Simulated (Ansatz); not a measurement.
Two isomers of BH6NO2Si: A = `OBN[SiH2]O`, B = `N[SiH2]B(O)O`.

Isolated molecules relaxed with PBE0-D4/def2-TZVP in Ansatz; ΔE leaves out vibrations. CCSD(T)/CBS adds triple-zeta CCSD(T) − MP2 to the extrapolated MP2 energy (def2 sets, frozen cores). DFT in def2-TZVPP. B3LYP here is the variant with VWN-RPA as its local correlation; programs differ in this. One conformer a species, not always the lowest.

A:

```xyz
11

O    -0.7175   -2.0945   -0.6782
B    -1.3796   -1.0926   -0.0389
N    -0.7566    0.1059    0.4207
Si    0.8713    0.6282    0.2689
O     0.9484    1.8649   -0.8102
H     0.2237   -1.9345   -0.7948
H    -2.5529   -1.2510    0.1400
H    -1.3921    0.7532    0.8648
H     1.6547   -0.5468   -0.2055
H     1.4171    1.0920    1.5716
H     1.6833    2.4754   -0.7383
```

B:

Z-matrix (Å, degrees):
```
Si
B 1 2.037
N 1 1.744 2 103.3
H 1 1.491 2 112.4 3 113.5
H 1 1.498 2 114.0 3 -125.5
O 2 1.360 1 128.4 3 162.9
O 2 1.359 1 115.1 3 -17.1
H 3 1.010 1 117.7 2 -72.7
H 3 1.009 1 118.0 2 152.9
H 6 0.958 2 113.5 1 -1.5
H 7 0.965 2 110.5 1 -0.3
```

Problem. Which is lower in electronic energy at CCSD(T)/CBS, and by how much? (Estimate.)

Solution. Computed: A, by 107.9 kJ/mol.

Problem. Give E(B) − E(A) in kJ/mol with HF/def2-TZVPP, CCSD(T)/def2-TZVPP, MP2/def2-TZVPP, B3LYP, r2SCAN-D4, BLYP-D4, B2PLYP. (Best estimate.)

Solution. Computed: HF/def2-TZVPP 126.7, CCSD(T)/def2-TZVPP 105.6, MP2/def2-TZVPP 112.9, B3LYP 104.5, r2SCAN-D4 100.5, BLYP-D4 98.5, B2PLYP 108.7. None reverses the order clearly.

Problem. Does the order hold for the free energy at 298.15 K (harmonic terms from PBE0-D4)? (Best estimate.)

Solution. The calculation gave: Yes: G(B) − G(A) = +112.2 kJ/mol, for one conformer each. Modes under 60 cm⁻¹, often nearly free rotors, make the harmonic entropy too high.

Largest T1 diagnostic: 0.013.

From r2SCAN to r2SCAN0 (25 % exact exchange), in def2-TZVPP and without D4, E(B) − E(A) moves by +4.7 kJ/mol. In def2-TZVPP, CCSD(T) changes the Hartree–Fock value by −21.1 kJ/mol (the triples alone add −3.0 kJ/mol) and MP2 by −13.8 kJ/mol.
